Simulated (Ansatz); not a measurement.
Computed with Ansatz on PBE0-D4/def2-TZVP structures; ΔE is electronic, products minus reactants. CBS: MP2 limit from def2 TZ/QZ plus the TZ coupled-cluster correction, frozen cores. This one scheme is used for every species. Functionals use def2-TZVPP. HSE06 is defined as in plane-wave codes. Elements past krypton have def2 core potentials. For Sn outer-core shells are correlated without core-valence functions, which leaves a few kJ/mol of doubt a bond. Each species was taken in one conformer, which may not be the lowest.

`C[N](C)[Sn][F]` + CH₃OH → `C[O][Sn][F]` + dimethylamine  (ligand exchange at the Sn–N bond)

| level | ΔE (kJ/mol) |
| --- | --- |
| r2SCAN-D4 | -22.6 |
| B97M-V | -29.1 |
| revPBE | -27.7 |
| r2SCAN | -23.6 |
| HSE06 | -23.7 |
| BHLYP | -31.6 |
| MP2/def2-QZVPP | -16.9 |
| MP2/CBS(def2) | -17.4 |

Q: What does CCSD(T)/CBS give? (Estimate.)

A: The calculation gave: -20.0 kJ/mol. The listed levels differ from it by -2.6, -9.1, -7.7, -3.6, -3.7, -11.6, 3.1, 2.6 kJ/mol.

Largest T1 diagnostic among the species: 0.017.

In def2-TZVPP, CCSD(T) changes the Hartree–Fock value by +19.5 kJ/mol (the triples alone add +3.3 kJ/mol) and MP2 by +22.1 kJ/mol. Leaving LDA and LC-ωPBE aside and taking each functional with its dispersion term where it has one, the values, not all of them listed here, spread over 9.2 kJ/mol, from B97M-V to revPBE-D4. LDA lies +9.6 kJ/mol from PBE without D4. The D4 term adds +6.5 kJ/mol with B3LYP and +3.5 kJ/mol with PBE0; it sums over pairs of atoms, weighted by their polarisabilities, and B3LYP, whose exchange is more repulsive, gets the larger term.

B3LYP here is the variant with VWN-RPA as its local correlation; programs differ in this.
